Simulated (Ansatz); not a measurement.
```json
{"atom": "C", "x (Å)": "0.0000", "y (Å)": "0.0000", "z (Å)": "-1.1214"}
{"atom": "Cl", "x (Å)": "0.0000", "y (Å)": "0.0000", "z (Å)": "2.4333"}
{"atom": "H", "x (Å)": "0.0000", "y (Å)": "1.0293", "z (Å)": "-1.4743"}
{"atom": "H", "x (Å)": "0.8914", "y (Å)": "-0.5147", "z (Å)": "-1.4743"}
{"atom": "H", "x (Å)": "-0.8914", "y (Å)": "-0.5147", "z (Å)": "-1.4743"}
```

Basis set: pcseg-2 (spherical functions). Charge 0, multiplicity 1.

Computed with Ansatz (development build ahead of 0.2.0); each method stands on the lowest determinant of its kind that the runs found.

Problem. Give the atomization energy at this shape (free ground-state atoms in the same class of orbitals less the molecule, no zero-point energy) of singlet CH3Cl by PBE0 (unrestricted), PBE (unrestricted).

Solution.

```
             method  atomization energy
PBE0 (unrestricted)            13.30 eV
 PBE (unrestricted)            13.59 eV
```

Caution: charge can spread falsely over distant fragments; the shape is not the minimum. Caution for PBE0 (unrestricted): the unrestricted determinant is a mixture of spin states. Caution for PBE (unrestricted): the unrestricted determinant is spin contaminated.
